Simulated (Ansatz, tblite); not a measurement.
Forces on W2S4⁻ at its PBE-D4/def2-SVPD geometry. The state is a doublet with charge -1.

In the def2 sets W takes a core potential; there is no spin–orbit coupling. The xTB rows come from tblite. No other spin state of charge -1 was run. Another isomer (doublet) lies 0.64 eV lower at PBE0-D4/def2-TZVPD; other spin states weren't run for this one.

GFN1-xTB (tblite), largest force 0.92 eV/Å:

```xyz
6
positions Å, forces eV/Å
W    -0.504    0.163   -0.048   -0.765    0.039   -0.137
W     2.055   -0.459    0.273    0.873   -0.281    0.042
S    -1.269    2.115    0.578    0.078   -0.050   -0.005
S     0.486   -1.040    1.792   -0.245   -0.053    0.516
S     1.259    0.369   -1.677   -0.002    0.330   -0.433
S    -2.027   -1.147   -0.918    0.061    0.016    0.019
```

GFN2-xTB (tblite), largest force 2.31 eV/Å:

```
W 0.150 -0.235 -0.047
W 1.338 -0.279 0.151
S -0.149 -0.016 -0.042
S -1.077 -0.612 1.953
S -0.161 1.010 -2.044
S -0.101 0.132 0.030
```

PBE-D4/def2-TZVPD (Ansatz), largest force 0.48 eV/Å:

```
W 0.075 -0.053 0.007
W -0.471 0.063 -0.088
S 0.083 -0.240 -0.081
S 0.151 0.190 -0.371
S -0.017 -0.133 0.424
S 0.178 0.172 0.109
```
